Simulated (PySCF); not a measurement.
**Relaxation of triplet RuSF2**

These are results of UPBE0 in PySCF with Ru def2-SVP with ECP28, S def2-SVP, F def2-SVP; scalar-relativistic core potentials, no spin–orbit coupling; density-fitted integrals, not measurements. A (50,194) grid was used.

A hand-made trigonal planar start, of C2v symmetry, held to at least that symmetry:

```xyz
4
charge 0 multiplicity 3, angstrom
Ru    0.0890    0.1542    0.0000
S    -0.9510   -1.6471    0.0000
F     1.9790    0.1542    0.0000
F    -0.8560    1.7910    0.0000
```

Optimiser trace:
```csv
step,E − E(last) (kJ/mol),largest gradient (Eh/bohr)
0,28.32,0.03243
1,8.14,0.01211
2,2.64,0.00546
3,0.05,0.00196
4,0.00,0.00015
5,0.00,0.00003
```

It ends at C2v with Ru–F 1.820 Å (×2), Ru–S 2.037 Å; F–Ru–F 137.9°, F–Ru–S 111.1° (×2) (after a last refinement on a finer grid). A frequency run shows a minimum.

With open d or f shells other occupations or spin states may lie lower.

The relaxation took 42 s on 2 threads of a shared Intel Xeon @ 2.50GHz (Skylake/Cascade Lake) host, with 77 basis functions and 6 gradients; the process peaked at 0.62 GiB.
